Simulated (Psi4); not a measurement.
Intermolecular potential of O2S ··· COS (SMILES O=S=O and O=C=S). Monomers: optimised at B3LYP-D3(BJ) (def2-TZVP), held rigid. Orientation: lowest of the rigid-body minima from ten starts at GFN2-xTB (searched outside a hard wall at short contacts). R is the distance of the centres of mass, along which the second monomer moves. The shortest distances reach bonding range, where SAPT0 and rigid monomers are unreliable.

- PBE/def2-TZVP, counterpoise-corrected (Psi4)
- SAPT0/jun-cc-pVDZ, frozen core (Psi4)

Interaction energies in kJ/mol:

```json
[
 {"R / Å": "3.26", "PBE/def2-TZVP": "69.93"},
 {"R / Å": "3.46", "PBE/def2-TZVP": "33.86"},
 {"R / Å": "3.66", "PBE/def2-TZVP": "14.04"},
 {"R / Å": "3.89", "PBE/def2-TZVP": "2.82"},
 {"R / Å": "4.07", "PBE/def2-TZVP": "-1.21"},
 {"R / Å": "4.36", "PBE/def2-TZVP": "-3.49"},
 {"R / Å": "4.68", "PBE/def2-TZVP": "-3.52"},
 {"R / Å": "5.13", "PBE/def2-TZVP": "-2.52"},
 {"R / Å": "5.87", "PBE/def2-TZVP": "-1.20"},
 {"R / Å": "6.89", "PBE/def2-TZVP": "-0.51"},
 {"R / Å": "8.18", "PBE/def2-TZVP": "-0.24"}
]
```

### Question
Estimate the SAPT0/jun-cc-pVDZ values at these points.

### Answer
3.26: 53.83; 3.46: 21.26; 3.66: 3.13; 3.89: -6.33; 4.07: -8.94; 4.36: -9.13; 4.68: -7.44; 5.13: -5.00; 5.87: -2.56; 6.89: -1.16; 8.18: -0.51 (kJ/mol).
